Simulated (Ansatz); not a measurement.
Reaction (cleavage of the Zn–P bond): `[CH3][Zn][PH2]` + H–F → `[CH3][Zn][F]` + PH₃

Calculated with Ansatz (gas phase, PBE0-D4/def2-TZVP geometries, no zero-point term in ΔE). CBS: MP2 limit from def2 TZ/QZ plus the TZ coupled-cluster correction, frozen cores. This one scheme is used for every species. DFT in def2-TZVPP. HSE06 is defined as in plane-wave codes. For Zn outer-core shells are correlated without core-valence functions, which leaves a few kJ/mol of doubt a bond. Scalar relativity is left out up to krypton. Each species was taken in one conformer, which may not be the lowest.

```json
{"level": "HSE06", "ΔE (kcal/mol)": "-6.8"}
{"level": "HF/def2-QZVPP", "ΔE (kcal/mol)": "-13.9"}
```

(1) What does CCSD(T)/CBS give? (Estimate.)

Largest T1 diagnostic among the species: 0.016.

Answers

(1) Ansatz gave: -8.2 kcal/mol. The listed levels differ from it by 1.4, -5.7 kcal/mol.

The D4 term adds +1.2 kcal/mol with B3LYP and +0.7 kcal/mol with PBE0; it sums over pairs of atoms, weighted by their polarisabilities, and B3LYP, whose exchange is more repulsive, gets the larger term. Leaving LDA and LC-ωPBE aside and taking each functional with its dispersion term where it has one, the values, not all of them listed here, spread over 5.3 kcal/mol, from CAM-B3LYP-D4 to HSE06-D4. LDA lies +1.7 kcal/mol from PBE without D4.

B3LYP here is the variant with VWN-RPA as its local correlation; programs differ in this.
